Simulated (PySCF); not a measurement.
Fulvenallene, C7H6.
Numbering: `[CH2:1]=[C:2]=[C:3]1[CH:4]=[CH:5][CH:6]=[CH:7]1` (hydrogens: H8, H9 on C1; H10 on C4; H11 on C5; H12 on C6; H13 on C7)

Geometry (PBE0-D3(BJ)/def2-SVP, Å), atoms numbered from 1 in this order:
```
atom  x, y, z in Å
C1     2.8422   -0.1983    0.0015
C2     1.5427   -0.1082    0.0005
C3     0.2216   -0.0163   -0.0004
C4    -0.5806    1.0694   -0.5817
C5    -1.8852    0.7689   -0.3615
C6    -1.9744   -0.5017    0.3584
C7    -0.7242   -0.9803    0.5797
H8     3.3765   -0.6979   -0.8146
H9     3.4386    0.2230    0.8186
H10   -0.1660    1.9390   -1.0884
H11   -2.7415    1.3712   -0.6679
H12   -2.9062   -0.9792    0.6641
H13   -0.4345   -1.8990    1.0867
```

Linear response at B3LYP/def2-SVPD (PySCF, frozen core in the response, non-relativistic).

Static isotropic polarisability: 89.82 au (13.31 Å³), principal values 51.0, 73.5, 145.0 au.

(1) What is the polarisability at 1064 nm and at the sodium D line?

(2) What is the isotropic C6 coefficient between two such molecules, C6 = (3/π)∫α(iω)² dω?

(3) Which effective excitation energy ω̄ makes London's formula C6 = (3/4)α²ω̄ exact here?

(4) How anisotropic is the static polarisability, by Δα² = ½[(α1 − α2)² + (α2 − α3)² + (α3 − α1)²]?

(5) What three-body coefficient follows from the one-pole estimate C9 = (3/4)·α·C6?

(6) How many electrons N does the Slater–Kirkwood formula C6 = (3/4)·√N·α^(3/2) need to give this C6?

(7) What molar refraction at the D line follows from R = (4π/3)·N_A·α′, with α′ the polarisability volume?

(8) The lowest 10 singlets have (eV, f): 3.43, 0.011; 4.58, 0.000; 4.98, 0.000; 5.14, 0.440; 5.55, 0.000; 5.91, 0.000; 6.41, 0.000; 6.77, 0.019; 6.85, 0.020; 7.02, 0.001. What share of the static polarisability do they carry in the sum over states α = Σ f/ω²?

Results:

(1) 91.46 au at 1064 nm (+1.8 %), 95.70 au at 589.3 nm (+6.5 %). The rise at 589.3 nm is 3.60 times that at 1064 nm; a pure ω² law gives 3.26. The lowest singlet lies at 362 nm, shorter than both wavelengths.

(2) 2597 au (Eh·bohr⁶) by a ten-point quadrature over imaginary frequencies, which is 1550 eV·Å⁶ or 150 J·nm⁶/mol.

(3) ω̄ = 4·C6/(3α²) = 0.429 Eh = 11.7 eV. A one-pole form α(ω) = α/(1 − ω²/ω̄²) fitted to the 1064 nm value gives 8.7 eV. London's choice of the ionisation energy (8.20 eV, ΔSCF at the same level) gives C6 = 1820 au, 30 % too low.

(4) Δα = 85.0 au, or 0.95 of the isotropic value.

(5) 175000 au. This is an estimate from the two numbers above, not a computed integral.

(6) N = (4·C6/3)²/α³ = 16.5; the species has 48 electrons in all.

(7) α′ = 14.18 Å³ gives R = 35.77 cm³/mol, for isolated, non-vibrating species.

(8) 13.64 au, 15.2 % of α; the largest term, 12.32 au, is that of the state at 5.14 eV. Their oscillator strengths add up to 0.49. Higher states carry the rest.
